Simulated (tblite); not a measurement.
Input of a run (GFN2-xTB geometry optimisation, gas phase (tblite 0.8.0)), started from a force field or distance geometry:
```
{"job": {"kind": "relax", "xc": "GFN2-xTB", "basis": "xTB"}, "charge": 0, "multiplicity": 1}
N     -1.338100    -1.532000    -2.434300
C     -1.280800    -0.710700    -1.639500
C     -1.198600     0.328300    -0.598100
Si     0.453000     0.179800     0.263000
N      0.251300    -0.634000     1.847400
C      1.211400     1.802900     0.522600
N      1.715700     2.847000     0.667700
C      1.488800    -0.879100    -0.786700
N      2.157300    -1.552700    -1.454100
H     -1.972000     0.187800     0.199300
H     -1.220700     1.329100    -1.061100
H      0.175500     0.017800     2.638000
H     -0.447000    -1.383800     1.818300
```

Output (eV, eV/Å):
```
step      E/eV     max force
  0    -649.30410    4.211
  1    -648.87845   13.020
  2    -649.59225    0.809
  3    -649.61367    1.349
  4    -649.64994    0.988
  5    -649.67815    0.641
  6    -649.68998    1.225
  7    -649.70009    0.891
  8    -649.71075    0.294
  9    -649.71756    0.189
 10    -649.72463    0.286
 11    -649.72751    0.178
 12    -649.73092    0.171
 13    -649.73627    0.293
 14    -649.74451    0.426
 15    -649.75369    0.391
 16    -649.76133    0.245
 17    -649.76660    0.190
 18    -649.77367    0.336
 19    -649.78282    0.423
 20    -649.78764    0.342
 21    -649.78108    0.516
 22    -649.79480    0.199
 23    -649.79728    0.171
 24    -649.80266    0.209
 25    -649.80407    0.158
 26    -649.80611    0.096
 27    -649.80695    0.107
 28    -649.80839    0.119
 29    -649.80927    0.090
 30    -649.80983    0.072
 31    -649.81025    0.069
 32    -649.81090    0.096
 33    -649.81186    0.127
 34    -649.81318    0.113
 35    -649.81471    0.142
 36    -649.81656    0.160
 37    -649.81885    0.149
 38    -649.82173    0.175
 39    -649.82474    0.349
 40    -649.82833    0.171
 41    -649.83074    0.142
 42    -649.83215    0.201
 43    -649.83168    0.321
 44    -649.83447    0.119
 45    -649.83547    0.107
 46    -649.83751    0.148
 47    -649.83863    0.115
 48    -649.83965    0.071
 49    -649.84029    0.090
 50    -649.84108    0.093
 51    -649.84183    0.079
 52    -649.84242    0.072
 53    -649.84285    0.081
 54    -649.84335    0.104
 55    -649.84422    0.126
 56    -649.84549    0.121
 57    -649.84705    0.081
 58    -649.84788    0.123
 59    -649.84778    0.264
 60    -649.84858    0.074
 61    -649.84888    0.079
 62    -649.84929    0.072
 63    -649.85112    0.088
 64    -649.85161    0.068
 65    -649.85239    0.063
 66    -649.85301    0.085
 67    -649.85382    0.160
 68    -649.85479    0.138
 69    -649.85572    0.082
 70    -649.85652    0.069
 71    -649.85707    0.086
 72    -649.85814    0.111
 73    -649.85915    0.094
 74    -649.85990    0.091
 75    -649.86028    0.104
 76    -649.86061    0.055
 77    -649.86094    0.078
 78    -649.86179    0.076
 79    -649.86265    0.087
 80    -649.86406    0.147
 81    -649.86554    0.132
 82    -649.86705    0.255
 83    -649.86778    0.171
 84    -649.86929    0.128
 85    -649.87226    0.204
 86    -649.87796    0.211
 87    -649.88132    0.326
 88    -649.88442    0.252
 89    -649.88661    0.223
 90    -649.88740    0.377
 91    -649.88850    0.209
 92    -649.88983    0.126
 93    -649.89129    0.234
 94    -649.89284    0.373
 95    -649.89414    0.380
 96    -649.89564    0.307
 97    -649.89782    0.318
 98    -649.90064    0.160
 99    -649.90175    0.298
100    -649.89974    0.582
101    -649.90260    0.114
102    -649.90295    0.097
103    -649.90393    0.173
104    -649.90429    0.086
105    -649.90459    0.070
106    -649.90480    0.052
107    -649.90503    0.044
108    -649.90526    0.052
109    -649.90548    0.073
110    -649.90576    0.062
111    -649.90609    0.059
112    -649.90631    0.094
113    -649.90651    0.044
114    -649.90667    0.036
115    -649.90686    0.034
116    -649.90703    0.044
117    -649.90746    0.065
118    -649.90824    0.081
119    -649.90906    0.081
120    -649.90897    0.301
121    -649.90944    0.127
122    -649.90970    0.104
123    -649.90983    0.016
124    -649.90986    0.018
125    -649.90989    0.012
126    -649.90990    0.021
127    -649.90992    0.024
128    -649.90994    0.023
129    -649.90997    0.016
130    -649.91000    0.015
131    -649.91003    0.016
132    -649.91004    0.018
133    -649.91007    0.016
134    -649.91010    0.018
135    -649.91015    0.019
136    -649.91019    0.022
137    -649.91022    0.014
138    -649.91023    0.008
```

Problem. Summarise the run.

Solution. The energy falls by 14.0 kcal/mol over 138 L-BFGS steps, the largest force on an atom goes from 4.21 to 0.008 eV/Å, and the atoms move by 0.838 Å rms after alignment. The bond that changes most is Si4–N5 (four-coordinate silicon to silicon-bound nitrogen), which shortens by 0.086 Å. Bonds longer at the end by more than 0.005 Å: 3 of 12; shorter: 8. Among the angles that change most is N5–Si4–C8, from 108.1° to 117.6°. Among the dihedrals that turn most is C8–Si4–N5–H12, from 147° to 66°. The energy rose by more than 1e-5 eV at steps 1, 21, 43, 59, 100 and 120.

Problem. What are the final bond lengths?

Solution. N1≡C2 1.144 Å, C2–C3 1.429 Å, C3–Si4 1.914 Å, Si4–N5 1.707 Å, Si4–C6 1.868 Å, C6≡N7 1.144 Å, Si4–C8 1.877 Å, C8≡N9 1.145 Å, C3–H10 1.091 Å, C3–H11 1.091 Å, N5–H12 1.007 Å, N5–H13 1.008 Å. Numbering counts from 1 in the input's order; the species is `N#CC[Si](N)(C#N)C#N`.

On one thread, Arm Neoverse N1 (aarch64), shared host with 64 logical CPUs at a one-minute load of 60, this took 1.6 s.

Its GFN2-xTB frequencies are all real (lowest 29 cm⁻¹). The numbers are those of one conformer.

The numbers are calculated, not measured.
